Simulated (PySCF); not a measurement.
Spin states and ions at one geometry of Hf(OH)4

PySCF 2.14.0, RKS BP86, Hf def2-SVP with ECP60, O def2-SVP, H def2-SVP; non-relativistic Hamiltonian with scalar-relativistic core potentials where named; density fitting; no spin-orbit coupling; singlets restricted, open shells unrestricted. The geometry is relaxed for charge 0, singlet, vacuum:

```xyz
9

Hf   -0.0668    0.0000    0.2387
O     1.6777    0.0000   -0.6160
H     2.5875    0.0000   -0.9344
O    -0.2451    1.5897    1.3432
H    -0.4185    2.3797    1.8677
O    -1.4493    0.0000   -1.1338
H    -1.9075    0.0000   -1.9830
O    -0.2451   -1.5896    1.3433
H    -0.4185   -2.3796    1.8678
```

Energies count from the relaxed state; an electron taken off or put on is at rest in vacuum. Charges and spins are Mulliken's.

| state | energy (eV) | spin squared | charge on Hf1 (e) | spin on Hf1 (e) | dipole about the centre of mass (D) |
| --- | --- | --- | --- | --- | --- |
| charge 0, singlet, vacuum | 0.00 | 0.00 | 0.93 | 0.00 | 0.26 |
| charge 0, triplet, vacuum | 6.27 | 2.00 | 0.30 | 0.82 | 0.13 |

What does the state charge +1, doublet, vacuum give?

energy (eV) 9.56, spin squared 0.75, charge on Hf1 (e) 1.19, spin on Hf1 (e) -0.09, dipole about the centre of mass (D) 0.27.

With an electron taken off (doublet) the charges change, summed by element, by Hf +0.26 e, O +0.50 e, H +0.24 e. The vertical ionisation energy is 9.56 eV, against −ε(HOMO) = 6.55 eV of the relaxed state. The level lies 3.0 eV too high, as is usual for semilocal functionals and global hybrids, which keep a self-interaction error.

Open shells may have lower solutions than those found. Hard to converge, so the more doubtful: charge +1, doublet, vacuum.
